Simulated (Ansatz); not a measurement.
Geometry optimisation, RKS PBE/def2-SVP (Ansatz 0.2.0).

The input (input.yaml):

```yaml
crystal:
  periodic: [false, false, false]
  atoms:
    - { symbol: Ge, position_ang: [-0.231514, -0.143557, 0.060259] }
    - { symbol: O, position_ang: [-0.147833, -0.152979, 1.83911] }
    - { symbol: H, position_ang: [-0.958286, 0.244799, 2.218516] }
    - { symbol: Cl, position_ang: [1.788746, -0.401289, -0.624184] }
    - { symbol: Cl, position_ang: [-1.254546, 1.570323, -0.728495] }
    - { symbol: O, position_ang: [-1.232678, -1.50069, -0.50972] }
    - { symbol: H, position_ang: [-0.817236, -2.348247, -0.254531] }
    - { symbol: Br, position_ang: [1.603631, 2.674733, 1.37892] }
    - { symbol: H, position_ang: [1.372417, 1.409206, 2.164824] }
basis:
  gaussian: { orbitals: def2-SVP }
hamiltonian:
  xc: pbe
relax:
  f_tol: 0.03
  max_steps: 50
```

Run as:

```bash
$ ansatz run input.yaml --threads 4 --pin off --max-ram 5120MiB --backend cpu --events-out ev --progress --plain --runs-dir out
```

Task: Where does it end, and by what steps?

Result: It converged. The force dipped under the threshold on the way, but the program's further checks kept it going. After 17 steps the energy has fallen by 0.225 eV; Br8 moved furthest, 1.38 Å.

| step | energy less start (eV) | largest force component (eV/Å) | accepted |
| --- | --- | --- | --- |
| 0 | 0.0000 | 1.035 | yes |
| 1 | -0.1057 | 0.320 | yes |
| 2 | -0.1384 | 0.104 | yes |
| 3 | -0.1727 | 0.153 | yes |
| 4 | -0.1760 | 0.135 | yes |
| 5 | -0.1837 | 0.670 | yes |
| 6 | -0.2100 | 0.258 | yes |
| 7 | -0.2169 | 0.139 | yes |
| 8 | -0.2192 | 0.155 | yes |
| 9 | -0.2208 | 0.085 | yes |
| 10 | -0.2222 | 0.016 | yes |
| 11 | -0.2230 | 0.032 | yes |
| 12 | -0.2235 | 0.088 | yes |
| 13 | -0.2239 | 0.054 | yes |
| 14 | -0.2247 | 0.043 | yes |
| 15 | -0.2250 | 0.077 | yes |
| 16 | -0.2251 | 0.047 | yes |
| 17 | -0.2252 | 0.019 | yes |

```xyz
9
Properties=species:S:1:pos:R:3
Ge -0.382 -0.210 -0.180
O -0.074 0.333 1.505
H -0.901 0.634 1.934
Cl 1.573 -0.331 -1.054
Cl -1.671 1.179 -1.183
O -1.234 -1.765 -0.227
H -0.633 -2.489 0.040
Br 2.175 2.506 2.624
H 1.271 1.496 2.087
```

Whether the end is a true minimum wasn't checked by a vibrational analysis.

Time of the run: 34 s on 4 threads of Arm Neoverse V2 (shared host), peak memory 0.2 GiB.
